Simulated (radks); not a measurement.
The numbers below are computed, except where a source is named.
Polarisability of the germanium ion Ge4+, [Ar] 3d10, at imaginary frequency. Level of theory: scalar-relativistic Kohn-Sham, LDA (Slater exchange, VWN5 correlation), spin-polarised, spherical densities, finite nucleus; Fermi nuclear charge, rms radius 4.0742 fm (a radial shooting solver on a logarithmic mesh with Libxc functionals). Response by self-consistent Sternheimer equations with the Hartree and adiabatic LDA kernel, the relativistic mass of each level held fixed and spin-orbit coupling left out.

w (hartree)  alpha1(iw) (bohr^3)  alpha2(iw) (bohr^5)
0.00266                   0.8721                1.328
0.0143                    0.8720                1.328
0.0360                    0.8718                1.327
0.0697                    0.8712                1.325
0.118                     0.8695                1.319
0.186                     0.8656                1.305
0.280                     0.8577                1.278
0.413                     0.8418                1.228
0.605                     0.8114                1.142
0.892                     0.7565                1.012
1.35                      0.6652               0.8416
2.12                      0.5311               0.6440
3.59                      0.3597               0.4281
6.94                      0.1792               0.2126
17.5                     0.04770              0.05410

Static values: alpha1 = 0.8721 bohr^3 (0.1292 angstrom^3; uncoupled 1.053), alpha2 = 1.328 bohr^5, alpha3 = 2.802 bohr^7. C6 = 1.672, C8 = 10.88, triple-dipole C9 = 0.9961 atomic units. One-pole (London) frequency 4 C6 / (3 alpha1^2) = 2.931 hartree, against 2.881 for minus the highest occupied eigenvalue.
